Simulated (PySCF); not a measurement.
InBr: everyday levels beside a composite calculation

PySCF; the state is a singlet (closed shell). The composite is CCSD(T) extrapolated to the basis-set limit from two correlation-consistent sets, with core-valence (CV) and scalar-relativistic (SR) terms as its label shows; it has no spin–orbit coupling and nothing beyond (T). Here it is CCSD(T)/CBS(DT)+CV. It gives Re = 2.549 Å, ωe = 223 cm⁻¹ and De = 4.18 eV to In + Br.

| level | basis | relativity | Re (Å) | ωe (cm⁻¹) | De (eV) |
| --- | --- | --- | --- | --- | --- |
| RHF-SCS-MP2 | x2c-TZVPPall | spin-free X2C | 2.558 | 222 | 4.12 |
| RHF-CCSD(T) | cc-pVDZ-PP | scalar-relativistic core potentials | 2.589 | 221 | 3.78 |
| PBE | cc-pVDZ-PP | scalar-relativistic core potentials | 2.608 | 211 | 4.21 |
| PBE | x2c-TZVPPall | spin-free X2C | 2.584 | 212 | 4.28 |
| r²SCAN | cc-pVDZ-PP | scalar-relativistic core potentials | 2.581 | 220 | 4.20 |
| TPSSh | cc-pVDZ-PP | scalar-relativistic core potentials | 2.597 | 215 | 4.15 |
| TPSSh | def2-TZVPPD | scalar-relativistic core potentials | 2.577 | 214 | 4.24 |
| PBE0 | cc-pVTZ-PP | scalar-relativistic core potentials | 2.567 | 219 | 4.13 |
| r²SCAN0 | x2c-TZVPPall | spin-free X2C | 2.548 | 225 | 4.16 |
| B97-3 | cc-pVDZ-PP | scalar-relativistic core potentials | 2.611 | 211 | 4.08 |

Problem. Give the difference of each row from the composite.

Solution. 

| level | basis | ΔRe (pm) | Δωe (%) | ΔDe (eV) |
| --- | --- | --- | --- | --- |
| RHF-SCS-MP2 | x2c-TZVPPall | +0.9 | -0.4 | -0.06 |
| RHF-CCSD(T) | cc-pVDZ-PP | +4.0 | -0.9 | -0.40 |
| PBE | cc-pVDZ-PP | +5.9 | -5.4 | +0.03 |
| PBE | x2c-TZVPPall | +3.5 | -4.9 | +0.10 |
| r²SCAN | cc-pVDZ-PP | +3.2 | -1.3 | +0.02 |
| TPSSh | cc-pVDZ-PP | +4.8 | -3.6 | -0.03 |
| TPSSh | def2-TZVPPD | +2.8 | -4.0 | +0.06 |
| PBE0 | cc-pVTZ-PP | +1.8 | -1.8 | -0.05 |
| r²SCAN0 | x2c-TZVPPall | -0.1 | +0.9 | -0.02 |
| B97-3 | cc-pVDZ-PP | +6.2 | -5.4 | -0.10 |

Problem. Which rows come closest in De?

Solution. PBE in cc-pVDZ-PP (+0.03 eV); r²SCAN in cc-pVDZ-PP (+0.02 eV); TPSSh in cc-pVDZ-PP (-0.03 eV); r²SCAN0 in x2c-TZVPPall (-0.02 eV), counted from the composite.

Correlated steps freeze the inner cores (8 to 27 orbitals); shallow outer-core shells are correlated. Correlated levels converge slowly with the basis: in double zeta they bind strong bonds too weakly, by up to about 1 eV, and carry superposition errors of some tenths. These are scalar-relativistic numbers at best; spin–orbit coupling would shift them, the dissociation energy most. Where the molecule has an RHF reference, its open-shell atoms are computed with UHF.
